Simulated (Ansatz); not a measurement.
CH2FGaO. Total charge 0; spin multiplicity 1. The bonds changed during the relaxation, so this is another structure than the one it started from.

Cartesian coordinates in Å:
```
F 0.750 -1.110 1.448
Ga -0.680 -0.275 2.205
C -0.002 0.338 -0.925
O -0.850 0.718 -0.157
H 0.771 -0.379 -0.606
H 0.012 0.707 -1.966
```

Task: List the harmonic frequencies (cm⁻¹, unscaled) at PBE0-D4/def2-TZVP in Ansatz. (Best estimate.)

Result: Ansatz gave: 87, 120, 175, 238, 249, 560, 1236, 1276, 1509, 1805, 2953, 3060.

Task: Is this a minimum?

Result: Yes, all 12 modes are real.

Task: Give the ideal-gas thermochemistry at 298.15 K and 1 bar (rigid rotor, harmonic oscillator; point group Cs, symmetry number 1).

Result: Zero-point energy 79.4 kJ/mol; H(298) − E = 97.8 kJ/mol; entropy 333.9 J/(mol·K), of which translation 168.4, rotation 109.5, vibration 56.0; G(298) − E = -1.7 kJ/mol. Modes under 100 cm⁻¹ are hindered rotations or soft bends, so the harmonic entropy is rough.
